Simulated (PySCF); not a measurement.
**How methods differ on the ionisation energy of La⁴⁶⁺**

La⁴⁶⁺ [Ne] 3s1 (2S) → La⁴⁷⁺ [Ne] (1S), as a difference of total energies. Calculation: PySCF 2.14, in an even-tempered Gaussian basis (18 s from 9.6 bohr⁻², ratio 2.5; 12 p from 12 bohr⁻², ratio 2.5; 4 d from 46 bohr⁻², ratio 2.7; 4 f from 69 bohr⁻², ratio 2.7); the spin-free X2C one-electron Hamiltonian (Gaussian nucleus). Correlated levels: outer shells: 1s2 frozen; virtual orbitals above 40 to 60 times the deepest correlated orbital energy dropped. The calculations carry no spin-orbit coupling.

```csv
method,ionisation energy (eV)
UHF,3800.4
LDA,3803.4
PBE,3806.8
PBE0,3805.3
r2SCAN,3799.5
revPBE,3806.0
M06,3800.7
MP2 (outer shells),3801.1
SCS-MP2 (outer shells),3801.0
```

Breit and QED terms and the two-electron picture change are absent.

For comparison: 3800 ± 4 eV (theoretical estimate listed by NIST; NIST Atomic Spectra Database, ionization energies).
